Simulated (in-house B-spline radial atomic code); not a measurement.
Configurations of Br IX (Br8+), with energies counted from [Ar] 3d9. Level of theory: non-relativistic TPSSh, spin-polarised, spherical fractional occupations, point nucleus; calculated with a radial B-spline atomic code at the basis-set limit. Shells without spins written out take the highest spin.

Caution: exact exchange at fractional occupations of open shells leaves self-interaction of up to several eV.

Occupations are held fixed; configurations that lie above the ionisation limit could autoionise.

```csv
configuration,E - E(ref) (eV),highest orbital,its <r> (bohr)
[Ar] 3d8 4p1,103.69,4p up,1.399
"[Ne] 3s2 3p(2 up, 3 down) 3d10",105.54,3d up,0.5567
[Ar] 3d8 4d1,132.15,4d up,1.592
[Ar] 3d8 4f1,157.92,4f up,1.86
[Ne] 3s2 3p5 3d9 4d1,238.17,4d up,1.592
[Ne] 3s2 3p5 3d9 4f1,263.85,4f up,1.858
```

(1) Order these further configurations by energy, lowest first.
A. [Ar] 3d(4 up, 4 down) 4p(0 up, 1 down)
B. [Ne] 3s2 3p5 3d9 4s1
C. [Ne] 3s2 3p(3 up, 2 down) 3d(4 up, 5 down) 4s(0 up, 1 down)
D. [Ne] 3s2 3p(2 up, 3 down) 3d(5 up, 4 down) 4p(1 up, 0 down)
E. [Ar] 3d8 4s1

(2) How far above the reference does [Ne] 3s2 3p5 3d9 4p1 lie?

## Answers

(1) E (85.48 eV), A (106.92 eV), B (191.4 eV), C (193.93 eV), D (212.11 eV).

(2) 209.62 eV; its least bound orbital is 4p up with <r> = 1.398 bohr.
